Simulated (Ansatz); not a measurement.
Geometry optimisation, RKS B3LYP-D4/def2-SVP (Ansatz 0.2.0).

input.yaml

```yaml
crystal:
  periodic: [false, false, false]
  atoms:
    - { symbol: Sn, position_ang: [-0.0151, 0.4035, 0.6855] }
    - { symbol: Cl, position_ang: [-1.7847, 0.005, -1.4689] }
    - { symbol: "N", position_ang: [0.7558, -1.0728, -0.4888] }
    - { symbol: H, position_ang: [-0.3087, -0.9334, -1.285] }
    - { symbol: Cl, position_ang: [0.8795, 2.5511, 0.9529] }
    - { symbol: Cl, position_ang: [-1.0868, -0.1981, 2.6319] }
    - { symbol: H, position_ang: [1.56, -0.7553, -1.0276] }
basis:
  gaussian: { orbitals: def2-SVP }
hamiltonian:
  xc: b3lyp
  dispersion: d4
relax:
  f_tol: 0.15
  max_steps: 25
  restrain:
    - { distance: [3, 1], at: 1.33, k: 30.0 }
    - { distance: [0, 1], at: 3.71, k: 30.0 }
    - { distance: [3, 2], at: 2.32, k: 30.0 }
```

Run as:

```bash
$ ansatz run input.yaml --threads 2 --pin off --max-ram 3072MiB --backend cpu --events-out ev --progress --plain --runs-dir out
```

**Question.** Where does it end, and by what steps?

**Answer.** The run converged. The restraints hold the end off the free minimum. After 8 steps the energy has risen by 0.786 eV (the restraints' own energy left out); H4 moved furthest, 0.67 Å. Joined: Cl2–H4 (1.76 → 1.32 Å).

| step | energy less start (eV) | largest force component (eV/Å) | accepted |
| --- | --- | --- | --- |
| 0 | 0.0000 | 2.755 | yes |
| 1 | 1.0240 | 2.560 | yes |
| 2 | 1.1063 | 2.548 | yes |
| 3 | 0.8525 | 0.976 | yes |
| 4 | 0.8102 | 0.726 | yes |
| 5 | 0.7967 | 0.515 | yes |
| 6 | 0.8081 | 0.433 | no |
| 7 | 0.7877 | 0.343 | yes |
| 8 | 0.7856 | 0.370 | yes |

```xyz
7
Properties=species:S:1:pos:R:3
Sn 0.408 0.347 0.887
Cl -1.998 -0.221 -1.876
N 1.001 -1.088 -0.274
H -0.925 -0.909 -1.544
Cl 0.961 2.626 1.138
Cl -1.110 -0.111 2.604
H 1.662 -0.645 -0.935
```

The run took 25 s on 2 threads of Intel(R) Xeon(R) 6975P-C (Granite Rapids) (shared host), peak memory 0.28 GiB.
